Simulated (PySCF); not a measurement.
SbHBr₂, SMILES [Br][SbH][Br].

Coordinates come from a PBE0-D3(BJ)/def2-SVP optimisation. The structure was generated by enumeration; whether it is a known compound was not checked. The def2 effective core potentials stand for the cores of Sb; spin–orbit coupling is left out.

Method: TDDFT-PBE0/def2-SVPD run with PySCF.

Vertical excitations. Gas-phase values at a fixed geometry. State labels are in the subgroup Cs.

```json
[
 {"state": "S1", "symmetry": "A'", "energy (eV)": "4.20", "λ (nm)": "295", "f": "0.024", "main pairs": "HOMO→LUMO 97 %"},
 {"state": "S2", "symmetry": "A\"", "energy (eV)": "4.45", "λ (nm)": "278", "f": "0.015", "main pairs": "HOMO→LUMO+1 90 %"},
 {"state": "S3", "symmetry": "A\"", "energy (eV)": "4.85", "λ (nm)": "256", "f": "0.022", "main pairs": "HOMO−1→LUMO 74 %, HOMO−3→LUMO+1 21 %"},
 {"state": "S4", "symmetry": "A\"", "energy (eV)": "4.94", "λ (nm)": "251", "f": "0.002", "main pairs": "HOMO−2→LUMO 95 %"},
 {"state": "S5", "symmetry": "A'", "energy (eV)": "4.96", "λ (nm)": "250", "f": "0.013", "main pairs": "HOMO−1→LUMO+1 63 %, HOMO−3→LUMO 33 %"},
 {"state": "S6", "symmetry": "A'", "energy (eV)": "5.09", "λ (nm)": "243", "f": "0.005", "main pairs": "HOMO−3→LUMO 58 %, HOMO−1→LUMO+1 34 %"},
 {"state": "S7", "symmetry": "A'", "energy (eV)": "5.25", "λ (nm)": "236", "f": "0.004", "main pairs": "HOMO−2→LUMO+1 92 %"},
 {"state": "S8", "symmetry": "A\"", "energy (eV)": "5.68", "λ (nm)": "218", "f": "0.115", "main pairs": "HOMO−3→LUMO+1 71 %, HOMO−1→LUMO 15 %"},
 {"state": "S9", "symmetry": "A'", "energy (eV)": "6.08", "λ (nm)": "204", "f": "0.035", "main pairs": "HOMO−4→LUMO 62 %, HOMO→LUMO+2 32 %"},
 {"state": "S10", "symmetry": "A'", "energy (eV)": "6.25", "λ (nm)": "199", "f": "0.054", "main pairs": "HOMO→LUMO+2 64 %, HOMO−4→LUMO 28 %"},
 {"state": "T1", "symmetry": "A'", "energy (eV)": "3.58", "λ (nm)": "347", "f": "0", "main pairs": "HOMO→LUMO 96 %"},
 {"state": "T2", "symmetry": "A\"", "energy (eV)": "3.76", "λ (nm)": "329", "f": "0", "main pairs": "HOMO→LUMO+1 93 %"},
 {"state": "T3", "symmetry": "A\"", "energy (eV)": "4.33", "λ (nm)": "287", "f": "0", "main pairs": "HOMO−1→LUMO 92 %"},
 {"state": "T4", "symmetry": "A'", "energy (eV)": "4.54", "λ (nm)": "273", "f": "0", "main pairs": "HOMO−3→LUMO 68 %, HOMO−1→LUMO+1 21 %"}
]
```
Triplets are in the Tamm–Dancoff approximation, which puts them higher than full response would, so one can lie above its singlet here.
